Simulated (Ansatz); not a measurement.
Two isomers of C2H7BOS: A = `COB(C)S`, B = `CSB(C)O`.

Isolated molecules relaxed with PBE0-D4/def2-TZVP in Ansatz; ΔE leaves out vibrations. CCSD(T)/CBS is the MP2 limit (def2-TZVPP, def2-QZVPP) plus CCSD(T) − MP2 in def2-TZVPP, frozen cores. Functionals use def2-TZVPP. B3LYP here is the variant with VWN-RPA as its local correlation; programs differ in this. Each species was taken in one conformer, which may not be the lowest.

**Question.** Which is lower in electronic energy at CCSD(T)/CBS, and by how much? (Best estimate.)

**Answer.** Ansatz gave: B, by 9.2 kcal/mol.

**Question.** Give E(B) − E(A) in kcal/mol with CCSD/def2-TZVPP, B3LYP-D4, MP2/def2-TZVPP, BLYP-D4, r2SCAN-D4, B2PLYP, PBE-D4. (Estimate.)

**Answer.** Ansatz gave: CCSD/def2-TZVPP -8.0, B3LYP-D4 -8.1, MP2/def2-TZVPP -9.7, BLYP-D4 -8.1, r2SCAN-D4 -9.1, B2PLYP -8.5, PBE-D4 -9.4. None reverses the order clearly.

**Question.** Does the order hold for the free energy at 298.15 K (harmonic terms from PBE0-D4)? (Estimate.)

**Answer.** Computed: Yes: G(B) − G(A) = -8.1 kcal/mol, for one conformer each. Modes under 60 cm⁻¹, often nearly free rotors, make the harmonic entropy too high.

Largest T1 diagnostic: 0.012.

In def2-TZVPP, CCSD(T) changes the Hartree–Fock value by −1.5 kcal/mol (the triples alone add −0.3 kcal/mol) and MP2 by −2.9 kcal/mol. At CCSD(T), def2-SVP lies +4.0 kcal/mol from the extrapolated value and def2-TZVPP +0.9 kcal/mol.
